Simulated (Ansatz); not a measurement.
Spectroscopic constants of CCl-, multiplicity 3 (lowest of 2S+1 = 1, 3, 5 at CCSD(T)/def2-TZVPP on PBE0 minima; our sources give no spin for the ground state, which may be another).

Constants: fifth-degree fit in 1/R to seven points, most abundant isotopes. Runs in def2 and cc sets follow the lowest solution found near the PBE0 minimum.

Correlated levels freeze the cores.

Run with Ansatz (Gaussian basis) for Hartree–Fock, density functionals and correlated methods. Each number belongs to the level named beside it.

Energies at B2PLYP/def2-TZVPP:

```csv
R (Å),E (hartree)
1.723192,-498.03293665
1.769514,-498.03553359
1.812131,-498.03695479
1.860306,-498.03767861
1.908481,-498.03766189
1.964068,-498.03693110
2.028919,-498.03535493
```

Problem. With a reduced mass of 8.9341 u, find the minimum, the force constant and the constants.

Solution. A fifth-degree polynomial in 1/R puts the minimum at r_e = 1.8827 Å with force constant 124 N/m. Then ω_e = (1/2πc)√(k/μ) = 484 cm⁻¹ and B_e = h/(8π²cμr_e²) = 0.5323 cm⁻¹; the cubic and quartic terms give α_e = 0.0077 and ω_e x_e = 4.1 cm⁻¹.

Ansatz is a first-principles code.
